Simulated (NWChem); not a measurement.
# CH$_{3}$ClO$_{2}$Si; SMILES [Si@H](O)(Cl)C=O

```xyz
8

O     -0.8634     2.4058    -0.1441
C     -0.2657     1.5616     0.4949
Si     0.3986    -0.0186    -0.3696
O      1.9082    -0.2659     0.2532
Cl    -0.8850    -1.5905     0.0970
H     -0.1069     1.6937     1.5917
H      0.3747     0.1308    -1.8406
H      2.4324    -1.0144    -0.0665
```
Atoms are numbered in this order, from 1.

Program: NWChem. All runs use the structure optimised with B3LYP/6-31G* (spherical d).

For level PBE/def2-TZVP:

```
Quantity                     Value
---------------------------  -----
highest occupied level (eV)  -5.88
orbital gap (eV)              2.73
dipole (D)                    2.66
```

What are these values for level B3LYP/def2-TZVP?

The highest occupied level (eV) is -7.18 and the orbital gap (eV) is 4.93. The dipole (D) is 2.82.
